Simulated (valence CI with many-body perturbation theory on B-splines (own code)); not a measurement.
Results of a calculation; reference values are marked as such.
From CI to CI+MBPT in Ag XXIV

Method: valence CI with perturbative core correlation (CI+MBPT): six valence electrons over a frozen Dirac-Fock core [Ar], a basis of 7 s, 7 p, 8 d, 6 f, 4 g, 1 h functions for each j, with the one-electron correlation potential Σ1 (screened to all orders), the two-electron term Σ2, the three-electron term Σ3, Breit, model QED; selected single and double excitations, second order for the rest, scaled by the run's own slope (own B-spline code, finite nucleus).

No measured spectrum was set against this ion. As an estimate, terms of the open shell hold to 2 to 4 % of their energy, and close levels can change places. Core correlation moves these levels by up to 10000 cm⁻¹, and in measured spectra 5 to 20 % of such shifts remained as error; rates that hang on mixing are uncertain with them. Among the levels kept, up to 920 cm⁻¹ of a level comes from second order outside the variational space, and about a tenth of that is noise between levels of different J, which matters for small intervals. Only levels of the ground parity were solved; by the run's estimate the other parity begins above the list, which can be wrong where configurations are misplaced.

Each rung adds one term. CI alone is the Dirac-Coulomb CI over the frozen core; QED comes last and gives the full result, which names the levels. Energies are above 3d⁶ ⁵D_4 on the same rung, in eV.

Names give the largest LS component (configuration and term), which can be under half, so a name can repeat, a term be missing and a line seem to break the LS rules; names also repeat where a configuration has a term twice. Letters in brackets count levels of one name in rising energy.

```
       Level  CI alone    + Σ1    + Σ2    + Σ3  + Breit    Full
    3d⁶ ⁵D_2     3.649   3.665   3.550   3.456    3.562   3.565
    3d⁶ ⁵D_3     3.982   4.034   4.154   4.206    4.119   4.135
    3d⁶ ⁵D_1     5.872   5.933   6.019   6.007    6.009   6.026
    3d⁶ ⁵D_0     6.009   6.061   6.102   6.073    6.124   6.138
3d⁶ ³H_4 [a]     9.758   9.781   9.708   9.559    9.582   9.585
    3d⁶ ³H_6    12.352  12.404  12.577  12.331   11.924  11.935
    3d⁶ ³H_5    12.346  12.395  12.409  12.260   12.019  12.030
3d⁶ ³P_2 [a]    12.939  13.019  12.915  12.689   12.628  12.650
3d⁶ ³F_3 [a]    14.603  14.667  14.496  14.349   14.244  14.259
3d⁶ ³F_2 [a]    15.181  15.244  14.949  14.673   14.627  14.641
3d⁶ ³H_4 [b]    17.088  17.194  17.356  17.133   16.833  16.862
3d⁶ ¹S_0 [a]    17.568  17.650  17.399  17.397   17.387  17.409
    3d⁶ ³G_4    19.102  19.197  19.106  18.999   18.691  18.715
    3d⁶ ³G_5    19.129  19.247  19.383  19.241   18.749  18.780
    3d⁶ ³D_1    19.153  19.243  18.754  18.813   18.783  18.805
    3d⁶ ³D_2    19.658  19.741  19.308  19.295   19.180  19.199
    3d⁶ ³D_3    20.870  20.974  20.547  20.652   20.441  20.467
    3d⁶ ³G_3    21.184  21.307  21.199  21.130   20.842  20.873
    3d⁶ ¹I_6    21.766  21.885  22.194  21.900   21.271  21.301
3d⁶ ³P_1 [a]    23.362  23.520  23.395  23.141   22.853  22.896
3d⁶ ³P_0 [a]    24.156  24.212  23.188  23.126   23.268  23.275
    3d⁶ ¹F_3    25.014  25.086  24.377  24.278   24.234  24.247
3d⁶ ¹G_4 [a]    25.616  25.767  25.692  25.624   25.125  25.165
3d⁶ ¹D_2 [a]    26.833  26.962  26.445  26.066   25.815  25.846
3d⁶ ³P_1 [b]    29.655  29.761  29.000  28.997   28.994  29.017
    3d⁶ ³F_4    31.729  31.859  31.418  31.338   31.020  31.050
3d⁶ ³F_2 [b]    32.156  32.286  31.764  31.700   31.533  31.562
3d⁶ ³P_0 [b]    34.044  34.276  34.200  34.162   33.661  33.726
3d⁶ ³P_2 [b]    36.240  36.419  35.791  35.710   35.335  35.380
3d⁶ ³F_3 [b]    36.125  36.312  35.924  35.854   35.419  35.466
3d⁶ ¹G_4 [b]    36.845  36.997  36.504  36.295   35.923  35.958
```

How does the ionisation energy move along the ladder, and which term matters most?

CI alone 1136.3, + Σ1 1138.5, + Σ2 1149.6, + Σ3 1149.9, + Breit 1149.6, + QED 1149.6 eV. The largest step is Σ2, 11.1 eV. NIST lists 1149 ± 4 eV (theoretical).
